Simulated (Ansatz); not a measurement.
`CN(C)[Si]F` + H–F → `F[Si]F` + dimethylamine  (ligand exchange at the Si–N bond)

Computed with Ansatz on PBE0-D4/def2-TZVP structures; ΔE is electronic, products minus reactants. CCSD(T)/CBS adds triple-zeta CCSD(T) − MP2 to the extrapolated MP2 energy (def2 sets, frozen cores). This one scheme is used for every species. DFT in def2-TZVPP. B3LYP here is the variant with VWN-RPA as its local correlation; programs differ in this. HSE06 is defined as in plane-wave codes. Each species was taken in one conformer, which may not be the lowest.

| level | ΔE (kJ/mol) | difference from CCSD(T)/CBS |
| --- | --- | --- |
| LDA (SPW92) | -48.1 | 9.3 |
| PBE-D4 | -54.0 | 3.4 |
| revPBE-D4 | -49.1 | 8.3 |
| BLYP-D4 | -60.0 | -2.6 |
| r2SCAN-D4 | -58.6 | -1.2 |
| B97M-V | -68.1 | -10.7 |
| PBE0-D4 | -54.6 | 2.8 |
| B3LYP-D4 | -61.4 | -4.0 |
| r2SCANh-D4 | -58.6 | -1.2 |
| r2SCAN0-D4 | -58.7 | -1.3 |
| BHLYP-D4 | -64.8 | -7.4 |
| CAM-B3LYP-D4 | -67.5 | -10.1 |
| ωB97X-V | -65.9 | -8.5 |
| ωB97M-V | -66.8 | -9.4 |
| B2PLYP | -67.2 | -9.8 |
| PBE-QIDH | -57.0 | 0.4 |
| revPBE | -66.5 | -9.1 |
| BLYP | -75.9 | -18.5 |
| r2SCAN | -60.5 | -3.1 |
| PBE0 | -61.2 | -3.8 |
| r2SCANh | -60.7 | -3.3 |
| r2SCAN0 | -61.1 | -3.7 |
| HSE06 | -60.7 | -3.3 |
| BHLYP | -75.2 | -17.8 |
| CAM-B3LYP | -74.4 | -17.0 |
| LC-ωPBE | -66.9 | -9.5 |
| RPA@PBE/def2-TZVPP | -60.8 | -3.4 |
| HF/def2-SVP | -67.3 | -9.9 |
| MP2/def2-SVP | -48.7 | 8.7 |
| CCSD/def2-SVP | -55.7 | 1.7 |
| CCSD(T)/def2-SVP | -52.1 | 5.3 |
| HF/def2-TZVPP | -84.1 | -26.7 |
| MP2/def2-TZVPP | -52.9 | 4.5 |
| SCS-MP2/def2-TZVPP | -60.0 | -2.6 |
| CCSD/def2-TZVPP | -63.1 | -5.7 |
| HF/def2-QZVPP | -86.3 | -28.9 |
| MP2/def2-QZVPP | -53.2 | 4.2 |
| SCS-MP2/def2-QZVPP | -60.3 | -2.9 |
| MP2/CBS(def2) | -52.1 | 5.3 |
| CCSD/CBS(def2) | -62.3 | -4.9 |
| CCSD(T)/CBS | -57.4 | 0 |

Largest T1 diagnostic among the species: 0.015.

In def2-TZVPP, CCSD(T) changes the Hartree–Fock value by +25.9 kJ/mol (the triples alone add +4.9 kJ/mol) and MP2 by +31.1 kJ/mol. Leaving LDA and LC-ωPBE aside and taking each functional with its dispersion term where it has one, the values spread over 19.0 kJ/mol, from B97M-V to revPBE-D4. LDA lies +13.5 kJ/mol from PBE without D4. The D4 term adds +12.3 kJ/mol with B3LYP and +6.6 kJ/mol with PBE0; it sums over pairs of atoms, weighted by their polarisabilities, and B3LYP, whose exchange is more repulsive, gets the larger term.
